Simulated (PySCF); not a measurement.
Simulation results for AlBH4NSi, AlB2H4, CH6AlBN, Al2BH4O

Computed with PySCF 2.14.0. Calculation on a computer-drawn molecule: the log of a Hartree-Fock and frozen-core CCSD(T) single point meant for a local Hartree-Fock minimum, with one planted fault or none, to be diagnosed. Offsets are logged minus clean, where the clean run is the same molecule without the fault. The reference is restricted for singlets and unrestricted otherwise, and also for a bond in bohr or an excited solution. Adding or removing an electron swaps singlet and doublet. The excited solution moves the top pair (singlet) or top alpha electron (doublet) to the lowest empty orbital. Highest occupied and lowest empty are orbital energies over both spins, largest force is the largest gradient component, triples share is (T) over the correlation energy, the T1 limit is 0.02 restricted and 0.045 unrestricted, electrons count all cores, a negative frequency is imaginary (commonest isotopes), and the dipole is about the centre of nuclear charge.

Common to all runs: meant charge 0; meant multiplicity 2; meant basis cc-pV(D+d)Z; logged SCF converged yes; logged CC converged yes; logged SCF stable within its kind yes; possible faults no fault, one electron removed, one electron added, multiplicity raised by two, geometry at a saddle point, SCF held on an excited solution, minimal basis STO-3G, one bond length entered in bohr, all coordinates scaled.

(1) 
```xyz
8
formula=AlBH4NSi logged_electrons=43 logged_basis_functions=32 logged_spin_squared=1.2242 logged_highest_occupied=-3.7357 logged_lowest_empty=7.3184 logged_largest_force=0.067552 logged_T1_diagnostic=0.064353 logged_D1_diagnostic=0.25116 logged_triples_share=0.026398 logged_dipole_magnitude=1.632 logged_energy_HF=-604.92307 logged_energy_CCSD(T)=-605.13293 planted_fault=minimal_basis_STO-3G HF_energy_offset_from_clean_run=4604 CCSD(T)_energy_offset_from_clean_run=4752
B      1.5523     0.1826    -2.2342
Al     0.5545    -1.1873    -0.9429
N     -1.1237    -1.2780    -0.4426
Si    -2.5971    -1.4384     0.0567
H      1.7356    -0.0829    -3.3946
H      2.1486     1.1297    -1.7894
H     -3.6298    -2.2411    -0.6239
H     -3.1425    -0.8099     1.2738
```

Units: logged_highest_occupied, logged_lowest_empty in eV; logged_largest_force in hartree/bohr; logged_dipole_magnitude in debye; logged_energy_HF, logged_energy_CCSD(T) in hartree; HF_energy_offset_from_clean_run, CCSD(T)_energy_offset_from_clean_run in kcal/mol.

Drawn bonds:
```csv
atom,other atom,order
1,2,1
2,3,2
3,4,1
1,5,1
1,6,1
4,7,1
4,8,1
```

Notes: T1 above single-reference limit.

(2) 
```xyz
7
formula=AlB2H4 logged_electrons=26 logged_basis_functions=71 logged_spin_squared=0 logged_highest_occupied=-15.478 logged_lowest_empty=-6.0476 logged_largest_force=0.03077 logged_T1_diagnostic=0.011549 logged_D1_diagnostic=0.027594 logged_triples_share=0.022973 logged_dipole_magnitude=2.079 logged_energy_HF=-293.26978 logged_energy_CCSD(T)=-293.51938 planted_fault=one_electron_removed HF_energy_offset_from_clean_run=152.4 CCSD(T)_energy_offset_from_clean_run=163.9
B     -3.1685    -1.4652    -0.4504
Al    -1.4792    -2.4285     0.3902
B      0.5921    -2.6727     0.0186
H     -3.5007    -0.3605    -0.1079
H     -3.8962    -2.0303    -1.2245
H      1.4116    -1.9373     0.5041
H      1.0140    -3.6072    -0.6114
```

Units: logged_highest_occupied, logged_lowest_empty in eV; logged_largest_force in hartree/bohr; logged_dipole_magnitude in debye; logged_energy_HF, logged_energy_CCSD(T) in hartree; HF_energy_offset_from_clean_run, CCSD(T)_energy_offset_from_clean_run in kcal/mol.

Drawn bonds:
```csv
atom,other atom,order
1,2,1
2,3,1
1,4,1
1,5,1
3,6,1
3,7,1
```

(3) 
```xyz
10
formula=CH6AlBN logged_electrons=38 logged_basis_functions=95 logged_spin_squared=0 logged_highest_occupied=-0.1686 logged_lowest_empty=6.7225 logged_largest_force=0.032165 logged_T1_diagnostic=0.031723 logged_D1_diagnostic=0.13449 logged_triples_share=0.03368 logged_dipole_magnitude=7.4046 logged_energy_HF=-362.35303 logged_energy_CCSD(T)=-362.90475 planted_fault=one_electron_added HF_energy_offset_from_clean_run=15.73 CCSD(T)_energy_offset_from_clean_run=-11.08
B     -1.1136     0.8196    -0.7275
Al    -1.3847     2.3024     0.7933
N     -1.0619     2.1149     2.5292
C     -0.5665     0.9700     3.2735
H     -0.1035     0.7714    -1.3806
H     -2.0258     0.1234    -1.0914
H     -1.2330     2.8932     3.1406
H     -0.3842     0.1324     2.5972
H     -1.2817     0.6278     4.0288
H      0.3779     1.1868     3.7836
```

Units: logged_highest_occupied, logged_lowest_empty in eV; logged_largest_force in hartree/bohr; logged_dipole_magnitude in debye; logged_energy_HF, logged_energy_CCSD(T) in hartree; HF_energy_offset_from_clean_run, CCSD(T)_energy_offset_from_clean_run in kcal/mol.

Drawn bonds:
```csv
atom,other atom,order
1,2,1
2,3,1
3,4,1
1,5,1
1,6,1
3,7,1
4,8,1
4,9,1
4,10,1
```

Notes: T1 above single-reference limit.

(4) 
```xyz
8
formula=AlBH4NSi logged_electrons=42 logged_basis_functions=94 logged_spin_squared=0 logged_highest_occupied=-15.052 logged_lowest_empty=-5.1873 logged_largest_force=0.048993 logged_T1_diagnostic=0.018428 logged_D1_diagnostic=0.049252 logged_triples_share=0.033359 logged_dipole_magnitude=3.0157 logged_energy_HF=-612.04024 logged_energy_CCSD(T)=-612.46961 planted_fault=one_electron_removed HF_energy_offset_from_clean_run=138.1 CCSD(T)_energy_offset_from_clean_run=147.8
B     -0.7393     0.2745     2.6431
Al     0.3478    -0.2009     0.8734
N      1.6893    -1.2994     0.6108
Si     2.8843    -2.2530     0.2819
H     -0.4603     1.2457     3.2984
H     -1.7825    -0.2728     2.8939
H      4.3060    -1.8668     0.3432
H      2.7433    -3.6604    -0.1347
```

Units: logged_highest_occupied, logged_lowest_empty in eV; logged_largest_force in hartree/bohr; logged_dipole_magnitude in debye; logged_energy_HF, logged_energy_CCSD(T) in hartree; HF_energy_offset_from_clean_run, CCSD(T)_energy_offset_from_clean_run in kcal/mol.

Drawn bonds:
```csv
atom,other atom,order
1,2,1
2,3,1
3,4,2
1,5,1
1,6,1
4,7,1
4,8,1
```

(5) 
```xyz
8
formula=Al2BH4O logged_electrons=44 logged_basis_functions=94 logged_spin_squared=0 logged_highest_occupied=-0.21481 logged_lowest_empty=4.9932 logged_largest_force=0.042774 logged_T1_diagnostic=0.034522 logged_D1_diagnostic=0.13461 logged_triples_share=0.031053 logged_dipole_magnitude=8.375 logged_energy_HF=-585.73902 logged_energy_CCSD(T)=-586.20852
B     -1.2880    -0.4537    -2.9780
Al    -1.5986    -1.2657    -1.0153
O     -0.9667    -0.6911     0.4401
Al    -0.3507    -0.1419     1.9068
H     -0.4437    -0.9084    -3.7047
H     -2.0903     0.2988    -3.4658
H     -1.1733     0.9193     2.7330
H      1.0326    -0.7029     2.4139
```

Units: logged_highest_occupied, logged_lowest_empty in eV; logged_largest_force in hartree/bohr; logged_dipole_magnitude in debye; logged_energy_HF, logged_energy_CCSD(T) in hartree.

Drawn bonds:
```csv
atom,other atom,order
1,2,1
2,3,1
3,4,1
1,5,1
1,6,1
4,7,1
4,8,1
```

Notes: T1 above single-reference limit.

Q: Which fault was planted in the run of Al2BH4O (entry 5)?
A: one electron added

Further results for Al2BH4O (entry 5):

```
HF energy offset from clean run      : 14.88 kcal/mol
CCSD(T) energy offset from clean run : -12.58 kcal/mol
```
